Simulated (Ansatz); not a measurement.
[(OH)2Al]2NH (Al2NO4H5) was relaxed with B3LYP-D4 (def2-SVP) in Ansatz in these states: charge +1 doublet, neutral singlet. The geometries follow in no particular order.

A:

```xyz
12

Al    0.191    1.064   -0.623
O     0.178    2.470   -1.447
O    -0.935    0.572    0.782
N     1.450    0.042    0.433
Al   -0.110   -1.092    0.596
O    -0.218   -0.653   -1.207
O    -0.536   -2.476    1.347
H     0.283    3.273   -1.949
H    -1.439    1.028    1.467
H     2.408    0.109    0.785
H    -0.696   -1.015   -1.964
H    -0.577   -3.324    1.782
```

B:

```xyz
12

Al    0.6141    0.9181    0.5314
O     0.6057    2.5186   -0.1008
O     1.0589    0.8842    2.1935
N     0.9889   -0.5418   -0.5790
Al   -0.6450   -1.1315   -0.6770
O    -1.2188    0.1824    0.3674
O    -1.7482   -2.2626   -1.2624
H     0.7114    2.7020   -1.0368
H     1.4354    0.1040    2.6065
H     1.8754   -0.8411   -0.9613
H    -2.0432    0.4972    0.7462
H    -1.6346   -3.0294   -1.8278
```

Question: Judge from the bond lengths which geometry belongs to which state (an estimate).

Answer: A is the charge +1 doublet (Al1–Al5 2.494 Å, N4–Al5 1.935 Å, Al1–O3 1.867 Å); B is the neutral singlet (Al1–Al5 2.692 Å, N4–Al5 1.740 Å, Al1–O3 1.721 Å).
